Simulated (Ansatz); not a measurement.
Abridged output of a molecular run in Ansatz:

```
Functional definition: HF
1441 factors; integrals over basis functions are off by at most 8.1e-4 eV
mean field evaluation 1: about -15438.5903 eV, gradient 5.6e1 eV
mean field evaluation 2: about -15438.7556 eV, gradient 5.6e1 eV
mean field evaluation 4: about -15443.7085 eV, gradient 2.5e0 eV
mean field evaluation 8: about -15443.7562 eV, gradient 2.9e-1 eV
mean field -15443.75649935 eV, -567.5475831969 hartree, gradient 3.1e-6 eV, S^2 0.000000; 0 other end points of the search recorded, 0 dependent functions left out
8 core orbitals not correlated: weight in the atoms' cores, before any rotation towards them, 1.000 or more for the frozen orbitals, at most 0.000 for the correlated occupied ones
reference -15443.75649935 eV, -567.5475831969 hartree; 21, 21 occupied and 173, 173 virtual orbitals, 1441 factors
second order -34.93388144 eV of doubles, -0.00000000 eV of singles
cycle   1  -33.88283469 eV  change     1.1e0 eV  update   1.4e-1
cycle   2  -34.62233255 eV  change   -7.4e-1 eV  update   4.4e-2
cycle   3  -34.80137100 eV  change   -1.8e-1 eV  update   2.1e-2
cycle   4  -34.78366487 eV  change    1.8e-2 eV  update   5.6e-3
cycle   5  -34.77616754 eV  change    7.5e-3 eV  update   2.0e-3
cycle   6  -34.77749700 eV  change   -1.3e-3 eV  update   7.8e-4
cycle   7  -34.77756670 eV  change   -7.0e-5 eV  update   2.8e-4
cycle   8  -34.77734814 eV  change    2.2e-4 eV  update   1.4e-4
cycle   9  -34.77739153 eV  change   -4.3e-5 eV  update   6.2e-5
cycle  10  -34.77744987 eV  change   -5.8e-5 eV  update   2.3e-5
cycle  11  -34.77741678 eV  change    3.3e-5 eV  update   9.0e-6
perturbative correction -1.09437608 eV, -0.0402175790 hartree
Total energy: -15479.62829220 eV, -568.8658472696 hartree
```

Its atoms:

Cartesian coordinates in Å:
```
N -0.824 0.402 -0.978
Sn 0.451 -0.308 0.364
F 2.225 -0.147 -0.265
F 0.467 0.500 2.080
F 0.111 -2.136 0.696
H -1.789 0.318 -0.682
H -0.640 1.370 -1.215
```

Problem. Which basis set was used?
A. def2-TZVPPD
B. cc-pV(D+d)Z
C. def2-SVPD
D. def2-TZVPP

Solution. D. It gives 202 functions.

Problem. Write the keys of the input that set method, charge and spin (a neutral closed shell needs none for the last two).

Solution. 
```yaml
correlation: {method: ccsd_t}
```
